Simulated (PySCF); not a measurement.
Species: C4H10OSi3.
Bonds: Si1–Si2, Si2–Si3, Si2–C4, C4–C5 (aromatic), C5–C6 (aromatic), C6–C7 (aromatic), C7–O8 (aromatic), C4–O8 (aromatic). Hydrogens: H9, H10, H11 on Si1; H12 on Si2; H13, H14, H15 on Si3; H16 on C5; H17 on C6; H18 on C7.

The same species was optimised twice, with GFN2-xTB and with PBE0-D3(BJ)/def2-SVP (PySCF), and the same property calculations (PySCF, gas phase) were run on both structures.

| coordinate | GFN2-xTB | PBE0-D3(BJ)/def2-SVP | change |
| --- | --- | --- | --- |
| Si1–Si2 (Å) | 2.325 | 2.347 | +0.022 |
| Si2–Si3 (Å) | 2.325 | 2.347 | +0.022 |
| C5–C6 (Å) | 1.413 | 1.427 | +0.014 |
| Si2–C4 (Å) | 1.878 | 1.871 | -0.007 |
| C4–O8 (Å) | 1.358 | 1.364 | +0.006 |
| C4–C5 (Å) | 1.368 | 1.372 | +0.004 |
| C6–C7 (Å) | 1.360 | 1.364 | +0.004 |
| C7–O8 (Å) | 1.342 | 1.344 | +0.002 |
| Si1–Si2–Si3 (°) | 116.9 | 109.9 | -7.0 |
| Si1–Si2–C4 (°) | 108.1 | 109.7 | +1.6 |
| Si3–Si2–C4 (°) | 108.1 | 109.3 | +1.2 |
| Si2–C4–O8 (°) | 116.7 | 117.6 | +0.9 |
| Si2–C4–C5 (°) | 134.3 | 133.6 | -0.7 |
| C4–O8–C7 (°) | 107.7 | 108.1 | +0.4 |
| C5–C4–O8 (°) | 109.0 | 108.8 | -0.2 |
| C6–C7–O8 (°) | 110.7 | 110.6 | -0.1 |
| Si1–Si2–C4–C5 (°) | -116 | -118 | -2 |

Rotational constants: A = 1509, B = 791.5, C = 617.5 MHz (GFN2-xTB) against A = 1564, B = 762.8, C = 614.1 MHz (PBE0-D3(BJ)/def2-SVP). Atoms that the bonding makes alike are paired by their places after alignment.

On the GFN2-xTB structure: HOMO (eV) -6.64 [PBE0/pcSseg-1]; LUMO (eV) -0.41 [PBE0/pcSseg-1]; dipole (D) 1.11 [PBE0/pcSseg-1]; GIAO shielding of Si1/Si3 (mean) (ppm) 463.1 [PBE0/pcSseg-1]; GIAO shielding of Si2 (ppm) 442.1 [PBE0/pcSseg-1]; GIAO shielding of C4 (ppm) 33.0 [PBE0/pcSseg-1]; GIAO shielding of C5 (ppm) 57.5 [PBE0/pcSseg-1]; GIAO shielding of C6 (ppm) 69.7 [PBE0/pcSseg-1]; GIAO shielding of C7 (ppm) 31.9 [PBE0/pcSseg-1]; GIAO shielding of O8 (ppm) 12.2 [PBE0/pcSseg-1].

What do these properties become on the PBE0-D3(BJ)/def2-SVP structure?

| property | level | on GFN2-xTB | on PBE0-D3(BJ)/def2-SVP | change |
| --- | --- | --- | --- | --- |
| HOMO (eV) | PBE0/pcSseg-1 | -6.64 | -6.64 | 0.00 |
| LUMO (eV) | PBE0/pcSseg-1 | -0.41 | -0.45 | -0.04 |
| dipole (D) | PBE0/pcSseg-1 | 1.11 | 1.16 | +0.05 |
| energy, GFN2-xTB geometry as zero (kcal/mol) | PBE0/pcSseg-1 | 0.0 | -2.6 | -2.6 |
| GIAO shielding of Si1/Si3 (mean) (ppm) | PBE0/pcSseg-1 | 463.1 | 456.0 | -7.1 |
| GIAO shielding of Si2 (ppm) | PBE0/pcSseg-1 | 442.1 | 437.8 | -4.3 |
| GIAO shielding of C4 (ppm) | PBE0/pcSseg-1 | 33.0 | 32.9 | -0.1 |
| GIAO shielding of C5 (ppm) | PBE0/pcSseg-1 | 57.5 | 54.2 | -3.3 |
| GIAO shielding of C6 (ppm) | PBE0/pcSseg-1 | 69.7 | 68.2 | -1.5 |
| GIAO shielding of C7 (ppm) | PBE0/pcSseg-1 | 31.9 | 31.0 | -0.9 |
| GIAO shielding of O8 (ppm) | PBE0/pcSseg-1 | 12.2 | 11.2 | -1.0 |

The heavy atoms differ by 0.057 Å rms after alignment (one structure mirrored). Among bonds between heavy atoms Si1–Si2 and Si2–Si3 change most and about equally (+0.022 Å). Changes are differences of the printed values. Neither structure is proved a minimum here.

The values belong to the conformer `[SiH3:1][SiH:2]([SiH3:3])[c:4]1[cH:5][cH:6][cH:7][o:8]1`: Si1–Si2–C4–C5 -118°.
